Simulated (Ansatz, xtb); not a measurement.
# Ranking isomers of C5H5ClN2

7 gas-phase structures of C5H5ClN2, from a drawn sample of its isomers (lower ones may exist). Each was relaxed with GFN2-xTB:

A. `Cc1ncc(Cl)cn1`, a singlet
B. `Cc1cc(Cl)ncn1`, a singlet
C. `Cc1cncnc1Cl`, a singlet
D. `Cc1ncncc1Cl`, a singlet
E. `Cc1ccnc(Cl)n1`, a singlet
F. `Cc1nccc(Cl)n1`, a singlet
G. `Cc1cnc(Cl)nc1`, a singlet

Task: Estimate their order in r2SCAN-D4/def2-SVP energy at these geometries, lowest first.

Result: Calculated order at r2SCAN-D4/def2-SVP: F (0.0), B (3.4), E (5.1), C (6.8), D (13.6), G (16.2), A (16.9) kJ/mol. Less than 1 kcal/mol parts F and B; B and E; E and C; D and G; G and A, so the order within those pairs means little.

Energies above the lowest of each column, in kJ/mol; the last columns are at B3LYP/def2-SVP geometries and were run for some of them only (a dash: not run or not comparable):

```tsv
structure	GFN2-xTB	HF/STO-3G	r2SCAN-D4/def2-SVP	B3LYP/def2-SVP	CCSD(T)/def2-SVP + ΔMP2/def2-TZVPP
F	0.0	0.0	0.0	0.0	0.0
B	1.5	2.2	3.4	3.5	1.8
E	1.8	4.7	5.1	5.1	6.1
C	5.8	5.9	6.8	8.8	6.0
D	9.2	8.5	13.6	14.9	9.9
G	9.5	10.5	16.2	15.2	16.2
A	10.7	8.0	16.9	–	–
```

Every level run on F puts it lowest or level with the lowest. CCSD(T)/def2-SVP + ΔMP2/def2-TZVPP orders those it was run on as F (0.0), B (1.8), C (6.0), E (6.1), D (9.9), G (16.2) kJ/mol. Less than 1 kcal/mol parts F and B; C and E; E and D, so the order within those pairs means little. F keeps a small imaginary mode. Frequencies (GFN2-xTB) were run for B, C, D, E, F, G alone. ΔMP2 is the change of the MP2 energy from the smaller to the larger basis.

Over these structures GFN2-xTB departs from r2SCAN-D4/def2-SVP by 2.1 kJ/mol on average once a common shift is removed. A GFN2-xTB relaxation took about 0.24 s and the r2SCAN-D4/def2-SVP energy about 6.3 s on a shared host (Ansatz 0.2.0, xtb 6.7.1).
